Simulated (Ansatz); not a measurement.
O3 (SMILES O=[O+][O-]): geometry of the low-spin state from B3LYP-D3(BJ)/def2-TZVP.
(charge 0, multiplicity 1):
```xyz
3

O     -1.07050    -0.24095     0.00000
O     -0.01064     0.42844     0.00000
O      1.08115    -0.18749     0.00000
```

Run with Ansatz (Gaussian orbitals). Values without a source in brackets are computed.

Broken-symmetry (BS) and triplet (T) solutions at this geometry:

| level | E(BS) (hartree) | ⟨S²⟩ BS | E(T) (hartree) | ⟨S²⟩ T |
|---|---|---|---|---|
| U-PBE0/def2-TZVPP | -225.281846 | 0.380 | -225.235751 | 2.009 |
| U-wB97X-V/def2-TZVPP | -225.434324 | 0.412 | -225.386692 | 2.008 |

Give the raw gap E(BS) − E(T) and the gap after approximate spin projection, (E_BS − E_T)⟨S²⟩_T/(⟨S²⟩_T − ⟨S²⟩_BS).


- U-PBE0/def2-TZVPP: raw -28.9, projected -35.7 kcal/mol
- U-wB97X-V/def2-TZVPP: raw -29.9, projected -37.6 kcal/mol
The rule takes the triplet as the only contaminant. For comparison FIC-MRCISD+Q on SA-CASSCF(12,9)/cc-pVQZ gives -44.2 kcal/mol at this geometry.

Ansatz is an electronic-structure program.
